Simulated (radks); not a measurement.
Task: Species: the tantalum ion Ta42+. Configuration: [Ar] 3d10 4s2 4p1. Calculated with a radial shooting solver on a logarithmic mesh with Libxc functionals: Dirac Kohn-Sham, BLYP, spin-unpolarised, spherical densities, finite nucleus; open shells fill j = l - 1/2 first; Fermi nuclear charge, rms radius 5.3507 fm. Some entries of the table are withheld. Estimate them.

| orbital | occ. | eigenvalue (hartree) | r(max) (bohr) | <r^2> (bohr^2) |
|---|---|---|---|---|
| 1s1/2 | 2 | -2545.985 | 0.01168 | 0.0004788 |
| 2s1/2 | 2 | -497.5139 | 0.06700 | 0.007292 |
| 2p1/2 | 2 | (1) | 0.04987 | 0.005211 |
| 2p3/2 | 4 | (2) | 0.05658 | 0.006405 |
| 3s1/2 | 2 | -166.8919 | 0.1873 | (3) |
| 3p1/2 | 2 | (4) | 0.1753 | 0.04228 |
| 3p3/2 | 4 | (5) | 0.1886 | 0.04828 |
| 3d3/2 | 4 | -135.0503 | 0.1474 | 0.03707 |
| 3d5/2 | 6 | -132.7316 | 0.1511 | 0.03869 |
| 4s1/2 | 2 | -80.22944 | 0.3977 | 0.1819 |
| 4p1/2 | 1 | -76.79978 | 0.3928 | 0.1796 |
| 4p3/2 | 0 | -73.33750 | 0.4137 | 0.1972 |

Result: 
(1) 2p1/2 eigenvalue (hartree): -479.1111
(2) 2p3/2 eigenvalue (hartree): -432.2510
(3) 3s1/2 <r^2> (bohr^2): 0.04625
(4) 3p1/2 eigenvalue (hartree): -158.8502
(5) 3p3/2 eigenvalue (hartree): -148.3627
